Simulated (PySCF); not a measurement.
Compound: C7H4N2.
InChI=1S/C7H4N2/c8-3-1-2-6-4-7(6)5-9/h2,4H,1H2/b6-2-

Method: TDDFT CAM-B3LYP/def2-SVPD, vertical, gas phase, core orbitals frozen in the response in PySCF. Isolated species at its GFN2-xTB geometry (one conformer only). Torsions of this conformer, `[N:1]#[C:2][CH2:3]/[CH:4]=[C:5]1[CH:6]=[C:7]/1[C:8]#[N:9]`: C2–C3–C4–C5 111°.

Question: Predict the UV-vis stick spectrum at this level.

Answer: 

```csv
state,E (eV),ν̃ (cm⁻¹),f,"main configurations (H = HOMO, L = LUMO)"
S1,3.81,30720,0.069,H→L (97%)
S2,5.15,41550,0.0001,"H-1→L (48%), H-3→L (47%)"
S3,5.81,46860,0.0009,"H→L+1 (78%), H→L+2 (10%)"
S4,6.40,51620,0.0092,"H→L+2 (66%), H→L+1 (10%), H-6→L (10%)"
S5,6.47,52160,0.0046,"H-6→L (53%), H-1→L (14%), H→L+2 (13%)"
S6,6.70,54020,0.215,"H-5→L (44%), H→L+3 (32%)"
S7,7.02,56600,0.274,"H→L+3 (53%), H-5→L (19%)"
S8,7.10,57300,0.048,H→L+4 (85%)
```

Triplets, Tamm–Dancoff:

| state | E (eV) | λ (nm) | main configurations (H = HOMO, L = LUMO) |
| --- | --- | --- | --- |
| T1 | 2.58 | 480.2 | H→L (92%) |
| T2 | 4.70 | 263.7 | H→L+3 (66%), H→L+4 (10%) |
| T3 | 4.81 | 257.8 | H-3→L (46%), H-1→L (46%) |

The lowest singlet lies at 3.81 eV (326 nm, ultraviolet) and is of moderate strength; its leading configuration is HOMO→LUMO (97%). The strongest level in the table is S7 at 7.02 eV (177 nm, f = 0.274). Löwdin shares by element: HOMO carbon 79% or more (atoms not listed hold the other 21%); LUMO carbon 69% or more, nitrogen 19% or more. Weighted by f, the mean energy of these states is 6.54 eV. Orbital energies (eV): HOMO-3 -11.25, HOMO-2 -10.93, HOMO-1 -10.77, HOMO -8.47, LUMO -1.71, LUMO+1 0.61, LUMO+2 0.95. Of the 8 states listed, 4 reach f = 0.01 and 1 stays under 0.0005. The window holds the lowest 8 singlets.

Hardware: one thread of an Arm Neoverse V2, shared host with 96 logical CPUs at a one-minute load of 46. Cost: 40 s of wall time (grids of density and orbitals included), 0.97 GiB resident at most.
